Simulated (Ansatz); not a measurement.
System: TaF, net charge 0, triplet state. The spin state was set by rule; other spins were not relaxed. 
Structure (B3LYP-D3(BJ)/def2-TZVP (Ansatz, an electronic-structure program) minimum search):
```xyz
2

Ta     0.0000     0.0000    -0.2004
F      0.0000     0.0000     1.6252
```
Charge 0, spin multiplicity 3.

Total electronic energies in hartree. Cores are frozen in the correlated levels unless marked. UHF or UKS for open shells. Spin-orbit coupling is left out. The frozen core is the preceding noble-gas configuration, with the filled d and f shells of earlier blocks. Past Kr the def2 sets carry scalar-relativistic core potentials. Basis-set limits of correlation are two-point, X^-3; Hartree-Fock from the larger set.

The UHF reference is spin-contaminated (<S^2> 0.58 over the pure value in the largest basis). The T1 diagnostic of CCSD in the largest basis is 0.068, which is high, so the coupled-cluster rows are less sure than usual.

```json
[
 {"level": "revPBE/def2-TZVPD", "program": "Ansatz", "energy (Eh)": "-156.85612"},
 {"level": "r2SCAN-D3(BJ)/def2-TZVPD", "program": "Ansatz + dftd3", "energy (Eh)": "-156.81062"},
 {"level": "r2SCAN-D4/def2-TZVPD", "program": "Ansatz + dftd4", "energy (Eh)": "-156.81066"},
 {"level": "B97M-V/def2-TZVPD", "program": "Ansatz", "energy (Eh)": "-156.78683"},
 {"level": "BHLYP/def2-TZVPD", "program": "Ansatz", "energy (Eh)": "[?]"},
 {"level": "r2SCAN0/def2-TZVPD", "program": "Ansatz", "energy (Eh)": "-156.74955"},
 {"level": "CAM-B3LYP-D3(BJ)/def2-TZVPD", "program": "Ansatz + dftd3", "energy (Eh)": "-156.76016"},
 {"level": "LC-wPBE-D3(BJ)/def2-TZVPD", "program": "Ansatz + dftd3", "energy (Eh)": "[?]"},
 {"level": "wB97X-V/def2-TZVPD", "program": "Ansatz", "energy (Eh)": "-156.75335"},
 {"level": "RPA@PBE/def2-TZVPP", "program": "Ansatz", "energy (Eh)": "-156.39024"},
 {"level": "MP2/def2-SVP", "program": "Ansatz", "energy (Eh)": "-155.96932"},
 {"level": "CCSD/def2-SVP", "program": "Ansatz", "energy (Eh)": "-155.98512"},
 {"level": "CCSD/CBS(def2-TZVPPD,def2-QZVPPD)", "program": "Ansatz", "energy (Eh)": "-156.2601"},
 {"level": "CCSD(T)/CBS(def2-TZVPP,def2-QZVPP)", "program": "Ansatz", "energy (Eh)": "-156.2796"},
 {"level": "CCSD(T)/CBS(def2-TZVPPD,def2-QZVPPD)", "program": "Ansatz", "energy (Eh)": "-156.2784"}
]
```

Fill in the missing entries.


- BHLYP/def2-TZVPD, energy (Eh): -156.68072
- LC-wPBE-D3(BJ)/def2-TZVPD, energy (Eh): -156.78024
